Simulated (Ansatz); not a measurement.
Consider the atomization: `CB(C)CCl` → B• + 3 C• + Cl• + 8 H•.

Calculated with Ansatz (gas phase, PBE0-D4/def2-TZVP geometries, no zero-point term in ΔE). CCSD(T)/CBS adds triple-zeta CCSD(T) − MP2 to the extrapolated MP2 energy (def2 sets, frozen cores). This one scheme is used for every species, atoms too. Functionals use def2-TZVPP. Open shells (•) are unrestricted, without spin–orbit coupling. Spin–orbit coupling would lower the free atoms: a little for B, C, Cl. Each species was taken in one conformer, which may not be the lowest.

```json
{"level": "PBE", "ΔE (kJ/mol)": "5005.1"}
{"level": "MP2/def2-TZVPP", "ΔE (kJ/mol)": "4883.4"}
```

Problem. What does CCSD(T)/CBS give? (Best estimate.)

Solution. The calculation gave: +4926.8 kJ/mol. The listed levels differ from it by 78.3, -43.4 kJ/mol.

Largest T1 diagnostic among the species: 0.014.

The D4 term adds +40.9 kJ/mol with B3LYP and +21.7 kJ/mol with PBE0; it sums over pairs of atoms, weighted by their polarisabilities, and B3LYP, whose exchange is more repulsive, gets the larger term. In def2-TZVPP, CCSD(T) changes the Hartree–Fock value by +1040.8 kJ/mol (the triples alone add +58.7 kJ/mol) and MP2 by +1099.7 kJ/mol; breaking electron pairs costs correlation energy, which Hartree–Fock lacks.

B3LYP here is the variant with VWN-RPA as its local correlation; programs differ in this.

For atomizations the MP2-based limit and the directly extrapolated one differ by several kJ/mol either way, and by 10 to 25 for some Ge, Se and Sn compounds, so smaller differences from it don't rank the levels.
